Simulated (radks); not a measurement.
Species: Ho2+. Configuration: [Xe] 4f9 6p2 (not the ground configuration). Calculated with a radial shooting solver on a logarithmic mesh with Libxc functionals: scalar-relativistic Kohn-Sham, r2SCAN, spin-unpolarised, spherical densities, finite nucleus; meta-GGA in the generalised Kohn-Sham scheme; Fermi nuclear charge, rms radius 5.2022 fm.

X-ray form factor f0, the Fourier transform of the density (f0(0) = 65):

| sin(theta)/lambda (1/angstrom) | f0 (electrons) |
|---|---|
| 0.05 | 63.949 |
| 0.1 | 61.408 |
| 0.15 | 58.378 |
| 0.2 | 55.278 |
| 0.25 | 52.116 |
| 0.3 | 48.918 |
| 0.4 | 42.874 |
| 0.5 | 37.765 |
| 0.6 | 33.554 |
| 0.8 | 26.972 |
| 1 | 22.208 |
| 1.25 | 18.308 |
| 1.5 | 15.858 |
| 2 | 12.354 |
